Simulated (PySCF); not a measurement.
Method: PySCF with B3LYP-D3(BJ)/def2-TZVP. Isolated molecules, 0 K electronic values unless said otherwise. One relaxed conformer stands for a flexible species; it need not be the lowest. B3LYP has the VWN-RPA correlation part, as in Gaussian. Excitations are Tamm–Dancoff values on a coarser integration grid. The basis has no diffuse functions, so Rydberg states are missing or too high.

Reference species (SMILES): `C=NCO` (C–N–C–O torsion -130°, N–C–O–H torsion -47°) (neutral, multiplicity 1).

| Property | Result |
|---|---|
| S1–T1 gap (TDA) | 0.85 eV |
| S1 oscillator strength | 0.002 |
| HOMO–LUMO gap | 6.59 eV |

After one change: the S1–T1 gap (TDA) increases by 0.13 eV; the S1 oscillator strength hardly moves; the HOMO–LUMO gap drops by 0.18 eV.

**Question.** What was changed between the two runs? The new species is one of these.
A. `[H]/N=C(\C)O` (N–C–O–H torsion 0°)
B. `[H]/N=C\CO` (N–C–C–O torsion -4°, C–C–O–H torsion -74°)
C. `[H]/N=C\OC` (C–O–C–N torsion 0°)
D. `C=C(N)O`

**Answer.** D, `C=C(N)O`
